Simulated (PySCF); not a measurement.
CaF2, charge -1, multiplicity 2. Atoms are numbered in the order given.

```xyz
3

Ca     0.0000     0.0000     0.0000
F      0.0000     0.0000    -2.0877
F      0.0000     0.0000     2.0877
```
Charge -1, spin multiplicity 2.

Geometry: ωB97X-D3(BJ)/def2-TZVPD. A frequency run showed that this geometry is not a minimum. The multiplicity is an assumed one; other spin states were not compared. The isomer is the one that the SMILES or the coordinates give; other isomers of the formula were not compared.

Computed with PBE0/def2-TZVPD run with PySCF.

Mulliken values depend strongly on the basis, most of all with diffuse functions as here. ESP charges are fitted to the potential on shells at 1.4 to 2.0 van der Waals radii. Atomic charges (e):

```tsv
atom	meta-Löwdin	ESP fit	Mulliken	Mulliken spin
Ca1	0.86	___	0.63	1.04
F2	-0.93	___	-0.82	-0.02
F3	-0.93	___	-0.82	-0.02
```

### Question
What belongs in the gaps? (An estimate is asked for; the answer gives what the named calculation found.)

### Answer

- Ca1, ESP fit: 0.21
- F2, ESP fit: -0.60
- F3, ESP fit: -0.60
